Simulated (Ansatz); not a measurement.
A run for Ansatz (an electronic-structure program): R-MP2/def2-TZVPPD on F2Mg (SMILES [F][Mg][F]), atoms moved off the minimum. Files ending in .json are basis or fitting sets from the Basis Set Exchange.

Ansatz 0.2 input:
```yaml
crystal:
  periodic: [false, false, false]
  atoms:
    - {symbol: Mg, position_ang: [-0.13657727, -0.01844753, 0.06005914]}
    - {symbol: F, position_ang: [-0.08512957, -0.00255491, 1.79088359]}
    - {symbol: F, position_ang: [0.12634093, 0.04122665, -1.79505682]}
basis:
  gaussian:
    orbitals: def2-TZVPPD.json
magnetization: {spin_polarized: false}
correlation: {method: mp2, electrons: outside_noble_gas}
scf: {lower_state_search: off}
output: {forces: true}
```

Output:

```
WARN ansatz: RAYON_NUM_THREADS=1 ignored (pool sized by the plan → 1); use --threads N
Functional definition: HF
these checks for a lower state are left out or cut short: starts, cluster_reference, orbital_swaps, neighbouring_geometries, increment
integrals: 0.07 GiB planned
824 factors; integrals over basis functions are off by at most 1.2e-3 eV
mean field: 0.21 GiB planned
mean field evaluation 1: about -10845.7529 eV, gradient 4.7e1 eV
mean field evaluation 2: about -10845.7533 eV, gradient 4.7e1 eV
mean field evaluation 4: about -10849.2356 eV, gradient 1.3e0 eV
mean field evaluation 8: about -10849.2431 eV, gradient 3.2e-4 eV
mean field -10849.24313678 eV, -398.7023313956 hartree, gradient 2.4e-6 eV, S^2 0.000000; 0 other end points of the search recorded, 0 dependent functions left out
7 core orbitals not correlated
reference -10849.24313678 eV, -398.7023313956 hartree; 8, 8 occupied and 100, 100 virtual orbitals, 824 factors
densities: 0.21 GiB planned
second order -15.17621612 eV of doubles, -0.00000000 eV of singles
the calculation of the forces begins
Total energy: -10864.41935290 eV, -399.2600470511 hartree
Atom 0 at    -0.136577    -0.018448     0.060059 Å, force     0.422402     0.097117    -2.362270 eV/Å
Atom 1 at    -0.085130    -0.002555     1.790884 Å, force    -0.084402    -0.019021     0.662697 eV/Å
Atom 2 at     0.126341     0.041227    -1.795057 Å, force    -0.338000    -0.078095     1.699573 eV/Å
Dipole moment:    -0.229736    -0.055202     0.101598 e Å
Checks for a lower state left out: starts, cluster_reference, orbital_swaps, neighbouring_geometries, increment
```

Self-consistency was reached.

Cost: around 4 core-seconds (rough).
